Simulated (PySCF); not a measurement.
CH₂, singlet, at a GFN2-xTB geometry; CCSD/aug-cc-pVDZ in PySCF.

The PySCF input:
```python
from pyscf import gto, scf, cc

mol = gto.Mole()
mol.atom = '''
    C     0.00106484    0.16389984    0.01623868
    H    -0.88481843   -0.48695954   -0.03874538
    H     0.87842936   -0.49643949   -0.05868670
'''
mol.basis = 'aug-cc-pvdz'
mol.verbose = 4
mol.build()

mf = scf.RHF(mol)
mf.kernel()

mycc = cc.CCSD(mf, frozen=2)
mycc.kernel()
print('E(CCSD) = %.10f' % mycc.e_tot)
```

Q: Predict the main parts of the log of this PySCF run.

A: 
```
PySCF version 2.14.0

[INPUT] verbose = 4
[INPUT] num. atoms = 3
[INPUT] num. electrons = 8
[INPUT] charge = 0
[INPUT] spin (= nelec alpha-beta = 2S) = 0
[INPUT] symmetry False subgroup None
[INPUT] Mole.unit = angstrom
[INPUT] Symbol           X                Y                Z      unit          X                Y                Z       unit  Magmom
[INPUT]  1 C      0.001064840000   0.163899840000   0.016238680000 AA    0.002012255966   0.309725809460   0.030686657824 Bohr   0.0
[INPUT]  2 H     -0.884818430000  -0.486959540000  -0.038745380000 AA   -1.672064502668  -0.920220164344  -0.073218156792 Bohr   0.0
[INPUT]  3 H      0.878429360000  -0.496439490000  -0.058686700000 AA    1.659990910177  -0.938134673519  -0.110901790155 Bohr   0.0

nuclear repulsion = 6.06952480233898
number of shells = 18
number of NR pGTOs = 57
number of NR cGTOs = 41
basis = aug-cc-pvdz
ecp = {}

******** <class 'pyscf.scf.hf.RHF'> ********
method = RHF
initial guess = minao
damping factor = 0
level_shift factor = 0
DIIS = <class 'pyscf.scf.diis.CDIIS'>
diis_start_cycle = 1
diis_space = 8
diis_damp = 0
SCF conv_tol = 1e-09
SCF conv_tol_grad = None
SCF max_cycles = 50
direct_scf = True
direct_scf_tol = 1e-13
Set gradient conv threshold to 3.16228e-05
Initial guess from minao.
init E= -38.6065906473318
  HOMO = -0.205171373650918  LUMO = -0.0979582697739043  gap/eV = 2.91742
cycle= 1 E= -38.8634147540389  delta_E= -0.257  |g|= 0.225  |ddm|= 1.63
  HOMO = -0.426625198503134  LUMO = -0.00855927624181962  gap/eV = 11.37615
cycle= 2 E= -38.8825692116567  delta_E= -0.0192  |g|= 0.0644  |ddm|= 0.265
  HOMO = -0.386372381868259  LUMO = 0.0261243308195112  gap/eV = 11.22461
cycle= 3 E= -38.8839306517065  delta_E= -0.00136  |g|= 0.0156  |ddm|= 0.0887
  HOMO = -0.389567315471318  LUMO = 0.0259662045160303  gap/eV = 11.30724
cycle= 4 E= -38.88414076986  delta_E= -0.00021  |g|= 0.00421  |ddm|= 0.0491
  HOMO = -0.388923489409243  LUMO = 0.0262526893091897  gap/eV = 11.29752
cycle= 5 E= -38.8841615096094  delta_E= -2.07e-05  |g|= 0.00097  |ddm|= 0.0188
  HOMO = -0.389088963148566  LUMO = 0.0261925884254635  gap/eV = 11.30039
cycle= 6 E= -38.8841627459234  delta_E= -1.24e-06  |g|= 0.000111  |ddm|= 0.00497
  HOMO = -0.389099644688585  LUMO = 0.0261957647896729  gap/eV = 11.30076
cycle= 7 E= -38.884162756124  delta_E= -1.02e-08  |g|= 1.18e-05  |ddm|= 0.000276
  HOMO = -0.389100185293759  LUMO = 0.0261957179147023  gap/eV = 11.30078
cycle= 8 E= -38.8841627562236  delta_E= -9.96e-11  |g|= 2.39e-06  |ddm|= 4.01e-05
  HOMO = -0.389100045731901  LUMO = 0.0261960796355152  gap/eV = 11.30078
Extra cycle  E= -38.8841627562278  delta_E= -4.16e-12  |g|= 9.63e-07  |ddm|= 5.15e-06
converged SCF energy = -38.8841627562278

******** <class 'pyscf.cc.ccsd.CCSD'> ********
CC2 = 0
CCSD nocc = 2, nmo = 39
frozen orbitals 2
max_cycle = 50
direct = 0
conv_tol = 1e-07
conv_tol_normt = 1e-05
diis_space = 6
diis_start_cycle = 0
diis_start_energy_diff = 1e+09
Init t2, MP2 energy = -38.9455422704535  E_corr(MP2) -0.061379514225696
Init E_corr(CCSD) = -0.0613795142262337
cycle = 1  E_corr(CCSD) = -0.0706892213377917  dE = -0.00930970711  norm(t1,t2) = 0.0318258
cycle = 2  E_corr(CCSD) = -0.0731083017544839  dE = -0.00241908042  norm(t1,t2) = 0.0193702
cycle = 3  E_corr(CCSD) = -0.0759059672134485  dE = -0.00279766546  norm(t1,t2) = 0.0146031
cycle = 4  E_corr(CCSD) = -0.0762253334727512  dE = -0.000319366259  norm(t1,t2) = 0.00656783
cycle = 5  E_corr(CCSD) = -0.0762585643370963  dE = -3.32308643e-05  norm(t1,t2) = 0.00160632
cycle = 6  E_corr(CCSD) = -0.0763048562089114  dE = -4.62918718e-05  norm(t1,t2) = 0.000581071
cycle = 7  E_corr(CCSD) = -0.0763003684966406  dE = 4.48771227e-06  norm(t1,t2) = 0.000152471
cycle = 8  E_corr(CCSD) = -0.0763000328991054  dE = 3.35597535e-07  norm(t1,t2) = 4.40842e-05
cycle = 9  E_corr(CCSD) = -0.0763001517717819  dE = -1.18872676e-07  norm(t1,t2) = 1.52046e-05
cycle = 10  E_corr(CCSD) = -0.0763001075343919  dE = 4.423739e-08  norm(t1,t2) = 5.04271e-06
CCSD converged
E(CCSD) = -38.9604628637622  E_corr = -0.0763001075343919
E(CCSD) = -38.9604628638
```
